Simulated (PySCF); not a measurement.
**Ta⁴⁸⁺ (tantalum, charge +48): B97-3 calculation**

Configuration: [Ar] 3d7, high-spin 4F determinant. Computed with PySCF 2.14 in an even-tempered Gaussian basis (18 s from 10 bohr⁻², ratio 2.5; 13 p from 14 bohr⁻², ratio 2.5; 7 d from 14 bohr⁻², ratio 2.5; 4 f from 55 bohr⁻², ratio 2.7; 3 g from 83 bohr⁻², ratio 2.7), with the spin-free X2C one-electron Hamiltonian (Gaussian nucleus).

```
Total energy                : -13759.87 hartree
One-electron energy         : -15842.62 hartree
Hartree (Coulomb) energy    : 2302.65 hartree
Exchange-correlation energy : -219.90 hartree
⟨S²⟩                        : 3.7501
⟨L²⟩                        : 12.000
Sum of ⟨r⟩                  : 3.404 bohr
Sum of ⟨r²⟩                 : 0.6556 bohr²
```

```tsv
shell	electrons	mean orbital energy (eV)	spread (eV)	rms radius, mean of both spins (bohr)
1s α	1	-70070.7	0	0.0211
1s β	1	-70070.5	0	0.0211
2s α	1	-14310.6	0	0.0850
2s β	1	-14293.3	0	0.0850
2p α	3	-12916.4	0	0.0771
2p β	3	-12901.3	0	0.0771
3s α	1	-5153.2	0	0.211
3s β	1	-5134.1	0	0.211
3p α	3	-4733.0	0	0.211
3p β	3	-4711.7	0	0.211
3d α	5	-4269.6	7.295	0.189
3d β	2	-4252.4	0	0.189
```

Spin-orbit coupling is strong in this species (close to jj coupling), so the high-spin LS determinant is a model state, not a physical level.

Densities and radii are taken from the X2C orbitals without a picture-change correction, which distorts them close to the nucleus.
